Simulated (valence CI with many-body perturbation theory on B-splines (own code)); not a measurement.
## E1 transitions of Se²⁰⁺

Computed by configuration interaction combined with many-body perturbation theory (CI+MBPT): four valence electrons over a frozen Dirac-Fock core [Ne], radial functions for each j: 11 s, 11 p, 10 d, 8 f, 5 g, 2 h, with the one-electron correlation potential Σ1, the two-electron term Σ2, the three-electron term Σ3, Breit, model QED; selected CI, second order for the rest, scaled by the run's own slope (own B-spline code, finite nucleus).

No measured spectrum was set against this ion. As an estimate, levels of excited configurations hold to 0.05 to 0.15 % of their energy, terms of the ground configuration to about 0.5 %. Among the levels kept, up to 790 cm⁻¹ of a level comes from second order outside the variational space, and about a tenth of that is noise between levels of different J, which matters for small intervals.

Lines 1 to 50 of 573 in falling wavelength, among levels below 1970900 cm⁻¹, chosen from the strongest by gf and those to the six lowest levels. Wavelengths and rates use the calculated energies, so an error of 300 cm⁻¹ moves a line at 38.06 nm by 0.11 % and its rate by three times that or more. Electric multipoles are in the length gauge, E1 and E2 with the static RPA response of the core. Weak lines are less certain than strong ones. Lines between different terms over intervals too small for the method are left out, as are lines whose strength nearly cancels. Where a level lies close to another of its J and parity, the split of strength between their lines is uncertain. The highest levels of a list are the least certain.

Names give the largest LS component (configuration and term), which can be under half, so a name can repeat, a term be missing and a line seem to break the LS rules; names also repeat where a configuration has a term twice. Letters in brackets count levels of one name in rising energy.

```tsv
λ vac (nm)	Upper	Lower	A (s⁻¹)	log gf	Branch %
38.06	3s3p³ ⁵S°_2	3s²3p² ¹D_2	8.34e+06	-3.04	3.1
33.42	3s3p³ ³D°_1	3s²3p² ¹S_0	1.90e+07	-3.02	0.3
30.25	3p³3d ³G°_5	3s3p²3d ³F_4 [c]	2.66e+09	-0.40	15.1
29.98	3s3p³ ⁵S°_2	3s²3p² ³P_2	1.19e+08	-2.10	44.3
29.36	3p³3d ³G°_3	3s3p²3d ³F_2 [b]	1.16e+09	-0.98	6.0
28.06	3s3p³ ⁵S°_2	3s²3p² ³P_1	1.41e+08	-2.08	52.6
27.83	3p³3d ³G°_4	3s3p²3d ³F_3 [c]	1.26e+09	-0.88	5.7
27.49	3s3p³ ³D°_1	3s²3p² ¹D_2	2.21e+08	-2.12	3.7
27.16	3s3p³ ³D°_2	3s²3p² ¹D_2	4.26e+07	-2.63	1.1
26.15	3p³3d ³F°_2 [a]	3s3p²3d ³D_2 [a]	2.37e+09	-0.92	10.8
25.87	3s3p³ ³P°_1	3s²3p² ¹S_0	2.00e+08	-2.22	1.7
25.81	3s3p³ ³D°_3	3s²3p² ¹D_2	8.26e+08	-1.24	27.2
24.27	3p³3d ³F°_4 [b]	3s3p²3d ³D_3 [d]	1.77e+09	-0.85	3.1
23.85	3s3p3d² ³G°_5	3s²3d² ³F_4	1.20e+09	-0.95	1.6
23.70	3s3p3d² ³G°_4 [b]	3s²3d² ³F_3	1.26e+09	-1.02	1.7
23.19	3p³3d ³P°_1 [a]	3s3p²3d ³P_2 [b]	5.00e+09	-0.92	8.3
23.01	3s3p³ ³D°_1	3s²3p² ³P_2	2.62e+08	-2.20	4.3
22.93	3p⁴ ¹D_2	3s²3p3d ¹D°_2	5.22e+09	-0.69	45.5
22.78	3s3p³ ³D°_2	3s²3p² ³P_2	4.17e+07	-2.79	1.1
22.71	3p³3d ³G°_4	3s3p²3d ³G_5	2.08e+09	-0.84	9.5
22.62	3p³3d ³G°_3	3s3p²3d ³G_4	2.18e+09	-0.93	11.2
22.60	3p³3d ³P°_2 [b]	3s3p²3d ³D_3 [c]	2.71e+09	-0.98	6.3
22.43	3p³3d ³F°_4 [b]	3s3p²3d ³F_4 [c]	3.17e+09	-0.67	5.6
22.31	3p³3d ³G°_3	3s3p²3d ³D_2 [a]	2.09e+09	-0.96	10.7
22.17	3s3p³ ³P°_1	3s²3p² ¹D_2	4.81e+07	-2.97	0.4
22.12	3s3p³ ³P°_2	3s²3p² ¹D_2	3.00e+08	-1.96	3.2
22.11	3p³3d ³G°_5	3s3p²3d ³G_5	6.33e+09	-0.29	36.0
21.97	3p³3d ³G°_3	3s3p²3d ³G_3	3.38e+09	-0.77	17.4
21.94	3s3p3d² ³F°_3	3s3p²3d ¹D_2 [b]	4.67e+09	-0.63	5.5
21.89	3p³3d ³G°_4	3s3p²3d ³G_4	3.34e+09	-0.67	15.3
21.86	3s3p³ ³D°_1	3s²3p² ³P_1	1.03e+08	-2.66	1.7
21.82	3s3p³ ³D°_3	3s²3p² ³P_2	2.22e+09	-0.96	72.9
21.65	3s3p³ ³D°_2	3s²3p² ³P_1	3.83e+09	-0.87	97.8
21.40	3p³3d ¹D°_2 [a]	3s3p²3d ¹F_3 [a]	4.88e+09	-0.78	16.8
21.20	3p³3d ¹G°_4	3s3p²3d ¹F_3 [a]	5.85e+09	-0.45	16.6
21.15	3p³3d ³P°_2 [b]	3s3p²3d ³S_1	3.33e+09	-0.95	7.8
21.08	3p³3d ⁵D°_1	3s3p²3d ⁵P_1	6.15e+09	-0.91	9.7
20.88	3p³3d ³F°_2 [a]	3s3p²3d ³F_3 [a]	3.38e+09	-0.96	15.4
20.84	3p³3d ¹G°_4	3s3p²3d ¹G_4	1.22e+10	-0.15	34.6
20.76	3p⁴ ³P_2	3s3p³ ³D°_3	8.61e+09	-0.56	52.9
20.52	3p³3d ³D°_2 [a]	3s3p²3d ⁵P_2	3.92e+09	-0.91	9.5
20.49	3p³3d ¹G°_4	3s3p²3d ³D_3 [a]	4.54e+09	-0.59	12.9
20.37	3s3p³ ³S°_1	3s²3p² ¹S_0	1.08e+09	-1.69	1.0
20.31	3p³3d ⁵D°_4	3s3p²3d ⁵P_3	3.18e+09	-0.75	6.8
20.27	3p³3d ³F°_4 [b]	3s3p²3d ³D_3 [b]	3.72e+09	-0.69	6.6
20.27	3s3p²3d ³F_3 [c]	3s²3p3d ³P°_2 [b]	2.78e+09	-0.92	2.9
20.26	3s3p²3d ¹D_2 [b]	3s²3p3d ¹P°_1	3.57e+09	-0.96	3.6
20.25	3s3p²3d ¹F_3 [a]	3s²3p3d ³P°_2 [a]	3.09e+09	-0.88	5.5
20.14	3p³3d ⁵D°_3	3s3p²3d ³P_2 [a]	2.70e+09	-0.94	5.1
20.06	3p³3d ³D°_2 [b]	3s3p²3d ³F_3 [b]	4.58e+09	-0.86	7.8
```
